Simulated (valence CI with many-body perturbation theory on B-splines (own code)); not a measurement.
## Sm²⁸⁺: E2, M1, M2 decay

Computed by configuration interaction combined with many-body perturbation theory (CI+MBPT): six valence electrons over a frozen Dirac-Fock core [Ar] 3d10, a basis of 9 s, 9 p, 8 d, 6 f, 3 g, 1 h functions for each j, with the one-electron correlation potential Σ1, the two-electron term Σ2, the three-electron term Σ3, Breit, model QED; selected CI, second order for the rest, scaled by the run's own slope (own B-spline code, finite nucleus).

No measured spectrum was set against this ion. As an estimate, large intervals hold to a few tenths of a per cent, small ones and those within an open d or f shell to about a per cent. Among the levels kept, up to 640 cm⁻¹ of a level comes from second order outside the variational space, and about a tenth of that is noise between levels of different J, which matters for small intervals.

Lines 1 to 27 of 27 in falling wavelength, among levels below 1404900 cm⁻¹, chosen from the decays that carry over 1 % of a level's rate. Wavelengths and rates use the calculated energies. Electric multipoles are in the length gauge, E1 and E2 with the static RPA response of the core. Weak lines are less certain than strong ones. Lines between different terms over intervals too small for the method are left out, as are lines whose strength nearly cancels.

Levels are named by their leading jj configuration (3d3/2^4 stands for four electrons in 3d with j = 3/2), which in mixed levels can hold well under half, so a name can repeat and another be missing. Letters in brackets count levels of one name in rising energy.

| λ vac (nm) | Upper | Lower | Type | A (s⁻¹) | Branch % |
| --- | --- | --- | --- | --- | --- |
| 199.6 | (4s^2 4p1/2^2 4p3/2 4d5/2) J=4 | (4s^2 4p1/2^2 4p3/2 4d3/2) J=3 | M1 | 1.71e+03 | 46.6 |
| 191.2 | (4s^2 4p1/2^2 4p3/2^2) J=0 | (4s^2 4p1/2^2 4p3/2^2) J=2 | E2 | 3.23e+00 | 100.0 |
| 169.8 | (4s^2 4p1/2 4p3/2^2 4d5/2) J=5 | (4s^2 4p1/2 4p3/2^2 4d3/2) J=4 | M1 | 2.60e+03 | 3.8 |
| 129.8 | (4s^2 4p1/2 4p3/2^2 4d5/2) J=4 [b] | (4s^2 4p1/2 4p3/2^2 4d3/2) J=3 [a] | M1 | 2.50e+03 | 3.9 |
| 62.99 | (4s^2 4p1/2 4p3/2^2 4d3/2) J=4 | (4s^2 4p1/2^2 4p3/2 4d5/2) J=3 | M1 | 8.10e+03 | 11.2 |
| 56.86 | (4s^2 4p1/2 4p3/2^2 4d5/2) J=4 [a] | (4s^2 4p1/2^2 4p3/2 4d5/2) J=3 | M1 | 5.24e+04 | 18.1 |
| 48.30 | (4s^2 4p1/2 4p3/2^2 4d5/2) J=4 [b] | (4s^2 4p1/2^2 4p3/2 4d5/2) J=3 | M1 | 2.25e+04 | 35.6 |
| 45.00 | (4s^2 4p1/2 4p3/2^3) J=1 | (4s^2 4p1/2^2 4p3/2^2) J=0 | M1 | 8.25e+04 | 19.6 |
| 43.10 | (4s^2 4p1/2 4p3/2^2 4d3/2) J=4 | (4s^2 4p1/2^2 4p3/2 4d5/2) J=4 | M1 | 1.82e+04 | 25.2 |
| 41.44 | (4s^2 4p1/2 4p3/2^2 4d5/2) J=4 [b] | (4s^2 4p1/2^2 4p3/2 4d5/2) J=2 | E2 | 7.29e+02 | 1.2 |
| 40.14 | (4s^2 4p1/2 4p3/2^2 4d5/2) J=4 [a] | (4s^2 4p1/2^2 4p3/2 4d5/2) J=4 | M1 | 2.10e+05 | 72.6 |
| 36.42 | (4s^2 4p1/2 4p3/2^3) J=1 | (4s^2 4p1/2^2 4p3/2^2) J=2 | M1 | 3.36e+05 | 79.6 |
| 35.68 | (4s^2 4p1/2 4p3/2^2 4d5/2) J=4 [b] | (4s^2 4p1/2^2 4p3/2 4d5/2) J=4 | M1 | 2.98e+04 | 47.0 |
| 35.68 | (4s^2 4p1/2 4p3/2^2 4d5/2) J=4 [b] | (4s^2 4p1/2^2 4p3/2 4d5/2) J=4 | E2 | 2.13e+03 | 3.4 |
| 35.45 | (4s^2 4p1/2 4p3/2^2 4d3/2) J=4 | (4s^2 4p1/2^2 4p3/2 4d3/2) J=3 | M1 | 4.09e+04 | 56.6 |
| 35.45 | (4s^2 4p1/2 4p3/2^2 4d3/2) J=4 | (4s^2 4p1/2^2 4p3/2 4d3/2) J=3 | E2 | 2.84e+03 | 3.9 |
| 34.38 | (4s^2 4p1/2 4p3/2^2 4d5/2) J=5 | (4s^2 4p1/2^2 4p3/2 4d5/2) J=4 | M1 | 6.20e+04 | 90.4 |
| 34.38 | (4s^2 4p1/2 4p3/2^2 4d5/2) J=5 | (4s^2 4p1/2^2 4p3/2 4d5/2) J=4 | E2 | 3.00e+03 | 4.4 |
| 33.75 | (4s^2 4p1/2 4p3/2^2 4d3/2) J=4 | (4s^2 4p1/2^2 4p3/2 4d3/2) J=2 | E2 | 9.79e+02 | 1.4 |
| 33.62 | (4s^2 4p3/2^4) J=0 | (4s^2 4p1/2 4p3/2^3) J=2 | E2 | 2.18e+04 | 2.0 |
| 33.42 | (4s^2 4p1/2 4p3/2^2 4d5/2) J=4 [a] | (4s^2 4p1/2^2 4p3/2 4d3/2) J=3 | M1 | 2.48e+04 | 8.6 |
| 33.01 | (4s^2 4p1/2 4p3/2^3) J=2 | (4s^2 4p1/2^2 4p3/2^2) J=2 | M1 | 2.23e+05 | 96.8 |
| 33.01 | (4s^2 4p1/2 4p3/2^3) J=2 | (4s^2 4p1/2^2 4p3/2^2) J=2 | E2 | 6.58e+03 | 2.9 |
| 30.69 | (4s^2 4p3/2^4) J=0 | (4s^2 4p1/2 4p3/2^3) J=1 | M1 | 1.07e+06 | 97.9 |
| 29.02 | (4s^2 4p1/2 4p3/2^2 4d5/2) J=4 [b] | (4s^2 4p1/2^2 4p3/2 4d3/2) J=2 | E2 | 1.09e+03 | 1.7 |
| 10.63 | (4s^2 4p1/2 4p3/2^2 4d5/2) J=4 [b] | (4s^2 4p1/2 4p3/2^3) J=2 | M2 | 2.69e+03 | 4.2 |
| 10.38 | (4s^2 4p1/2^2 4p3/2 4d5/2) J=4 | (4s^2 4p1/2^2 4p3/2^2) J=2 | M2 | 1.94e+03 | 52.9 |
